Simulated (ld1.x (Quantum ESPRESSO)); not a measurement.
**Building the ultrasoft potential for Ni (PBE, scalar-relativistic).**

ld1.x (Quantum ESPRESSO) 7.5 was run on this input:

```
&input
   title='Ni', zed=28., rel=1, dft='PBE', iswitch=3,
   config='[Ar] 3d8 4s2 4p0',
   nld=3, rlderiv=1.90, eminld=-10.0, emaxld=5.0, deld=0.04
 /
 &inputp
   pseudotype=3, tm=.true., lloc=-1, rcloc=1.10,
   nlcc=.false.,
   which_augfun='PSQ', rmatch_augfun=1.20,
   file_pseudopw='Ni.UPF', file_wfcaegen='ae.wfc', file_wfcncgen='nc.wfc', file_beta='beta', file_chi='chi', file_wfcusgen='us.wfc'
 /
6
3S  1  0   2.00   0.00  1.10  1.25  0.0
4S  2  0   2.00   0.00  1.10  1.25  0.0
3P  2  1   6.00   0.00  1.55  1.75  0.0
4P  3  1   0.00   0.00  1.55  1.75  0.0
3D  3  2   8.00   0.00  1.15  1.55  0.0
3D  3  2   0.00   1.90  1.15  1.55  0.0
 &test
   configts(1)='3s2 3p6 3d8 4s2 4p0'
 /
```

Command:

```bash
ld1.x < Ni.in > Ni.out
```

The program printed (shortened: banner, matrices, multipoles, cross overlaps and the repeated all-electron block are left out):

```
Program LD1 v.7.5
     --------------------------- All-electron run ----------------------------

     Ni
     scalar relativistic calculation

     atomic number is 28.00
     dft =PBE   lsd =0 sic =0 latt =0  beta=0.20 tr2=1.0E-14
     Exchange-correlation= PBE
                           (   1   4   3   4   0   0   0)
     mesh =1195 r(mesh) =  98.77016 a.u. xmin = -7.00 dx = 0.01250
     1 Ry =  13.60569312 eV, c = 137.03599908

     n l     nl                  e(Ry)          e(Ha)          e(eV)
     1 0     1S 1( 2.00)      -603.5861      -301.7930     -8212.2067
     2 0     2S 1( 2.00)       -72.1633       -36.0817      -981.8319
     2 1     2P 1( 6.00)       -62.0831       -31.0415      -844.6830
     3 0     3S 1( 2.00)        -8.1627        -4.0813      -111.0590
     3 1     3P 1( 6.00)        -5.2469        -2.6235       -71.3877
     3 2     3D 1( 8.00)        -0.6522        -0.3261        -8.8739
     4 0     4S 1( 2.00)        -0.4147        -0.2074        -5.6426
     4 1     4P 1( 0.00)        -0.0900        -0.0450        -1.2251

     final scf error:  5.8E-15 reached in  36 iterations

     Etot =   -3041.077413 Ry,   -1520.538706 Ha,  -41375.966038 eV

     Ekin =    3083.311555 Ry,    1541.655777 Ha,   41950.590818 eV
     Encl =   -7298.922555 Ry,   -3649.461277 Ha,  -99306.900411 eV
     Eh   =    1300.991314 Ry,     650.495657 Ha,   17700.888570 eV
     Exc  =    -126.457726 Ry,     -63.228863 Ha,   -1720.545015 eV

     normalization and overlap integrals

     s(1S/1S) =  1.000000  <r> =   0.0541  <r2> =    0.0039  r(max) =   0.0353
     s(2S/2S) =  1.000000  <r> =   0.2449  <r2> =    0.0708  r(max) =   0.2055
     s(2P/2P) =  1.000000  <r> =   0.2153  <r2> =    0.0569  r(max) =   0.1641
     s(3S/3S) =  1.000000  <r> =   0.7400  <r2> =    0.6327  r(max) =   0.6410
     s(3P/3P) =  1.000000  <r> =   0.7785  <r2> =    0.7159  r(max) =   0.6491
     s(3D/3D) =  1.000000  <r> =   1.0109  <r2> =    1.3884  r(max) =   0.6331
     s(4S/4S) =  1.000000  <r> =   2.8073  <r2> =    9.2343  r(max) =   2.2374
     s(4P/4P) =  1.000000  <r> =   4.3854  <r2> =   23.4935  r(max) =   3.1750

     ------------------------ End of All-electron run ------------------------

     --------------------- Generating US pseudopotential ---------------------

      Generating local potential from pseudized AE potential:
      Matching radius rcloc =   1.1000

      Local pseudo, rcloc= 1.097 Estimated cut-off energy=    20.69 Ry
      Wfc-us  3S rcutus= 1.243  Estimated cut-off energy=    35.12 Ry
      Wfc-us  4S rcutus= 1.243  Estimated cut-off energy=    71.77 Ry
      Wfc-us  3P rcutus= 1.764  Estimated cut-off energy=    28.39 Ry
      Wfc-us  4P rcutus= 1.764  Estimated cut-off energy=    21.87 Ry
      Wfc-us  3D rcutus= 1.557  Estimated cut-off energy=    48.20 Ry
      Wfc-us  3D rcutus= 1.557  Estimated cut-off energy=    88.17 Ry

     Q pseudized with Bessel functions
     Expected ecutrho=     303.8849 due to l1=  2   l2=  2

     ------------------- End of pseudopotential generation -------------------

     Computing logarithmic derivative in   1.88998
     Computing logarithmic derivative in   1.88998
     Computing the partial wave expansion
     R is outside the sphere for l=    0 j= 0.00
     R is outside the sphere for l=    0 j= 0.00
     R is outside the sphere for l=    1 j= 0.00
     R is outside the sphere for l=    1 j= 0.00
     R is outside the sphere for l=    2 j= 0.00
     R is outside the sphere for l=    2 j= 0.00

     ---------------------- Testing the pseudopotential ----------------------

     Ni
     scalar relativistic calculation

     atomic number is 28.00   valence charge is 18.00
     dft =PBE   lsd =0 sic =0 latt =0  beta=0.20 tr2=1.0E-14
     mesh =1195 r(mesh) =  98.77016 xmin = -7.00 dx = 0.01250

     n l     nl             e AE (Ry)        e PS (Ry)    De AE-PS (Ry)
     1 0     3S   1( 2.00)       -8.16269       -8.16263       -0.00005
     2 1     3P   1( 6.00)       -5.24690       -5.24686       -0.00004
     3 2     3D   1( 8.00)       -0.65222       -0.65219       -0.00003
     2 0     4S   1( 2.00)       -0.41473       -0.41471       -0.00001
     3 1     4P   1( 0.00)       -0.09004       -0.09004       -0.00000

     eps = 7.1E-15  iter =  6

     Etot =   -3041.077413 Ry,   -1520.538706 Ha,  -41375.966038 eV
     Etotps =  -343.532513 Ry,    -171.766257 Ha,   -4673.997952 eV

     Ekin =      51.090493 Ry,      25.545247 Ha,     695.121573 eV
     Encl =    -761.575488 Ry,    -380.787744 Ha,  -10361.762375 eV
     Ehrt =     299.804061 Ry,     149.902031 Ha,    4079.042055 eV
     Ecxc =     -33.171862 Ry,     -16.585931 Ha,    -451.326170 eV
     Epseu=     100.320282 Ry,      50.160141 Ha,    1364.926965 eV

     ---------------------- End of pseudopotential test ----------------------
```

Generation and configuration tests took about 1.9 s on one core of a shared server CPU.
